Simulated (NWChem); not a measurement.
System: C$_{2}$H$_{7}$FSi$_{2}$; SMILES F[C@H]1C[SiH2][SiH2]1

Here is an NWChem input.

```
start job
memory heap 200 mb stack 900 mb global 1100 mb
geometry units angstroms noautoz
  F      0.539359     1.583267     0.957507
  C      0.259970     1.107378    -0.341781
  C      1.259395    -0.023863    -0.661834
  Si     0.417891    -1.441971     0.349031
  Si    -1.353176     0.022245    -0.158634
  H      0.302880     1.975694    -1.035556
  H      1.196042    -0.282137    -1.741513
  H      2.310622     0.255504    -0.438687
  H      0.836755    -1.494990     1.790976
  H      0.510193    -2.823780    -0.240735
  H     -1.983605    -0.279627    -1.494970
  H     -2.393895     0.537687     0.795222
end
basis spherical
  * library 6-31g*
end
dft
  xc xwpbe 1.00 cpbe96 1.0 hfexch 1.00
  cam 0.25 cam_alpha 0.0 cam_beta 1.0
  iterations 150
  vectors input atomic output neutral.movecs
end
task dft energy
charge 1
dft
  odft
  mult 2
  vectors input atomic output cation.movecs
end
task dft energy
```

Coordinates come from a PBE-D3(BJ)/def2-SVP optimisation.

Ions are spin-unrestricted doublets at the neutral geometry; other ion states weren't tried. Functional: LC-ωPBE (HJS hole) with 6-31G*; the question gives the range parameter ω in 1/bohr.

Task: Give the results of this calculation. (LC-wPBE (HJS exchange hole, range parameter 0.25 per bohr)/6-31G* (spherical d), vertical spin-unrestricted ions.) Quantities: vertical ionisation energy, ΔSCF (eV); −ε(HOMO) (eV).

Result: 
```yaml
vertical ionisation energy, ΔSCF (eV): 9.52
"−ε(HOMO) (eV)": 9.26
```
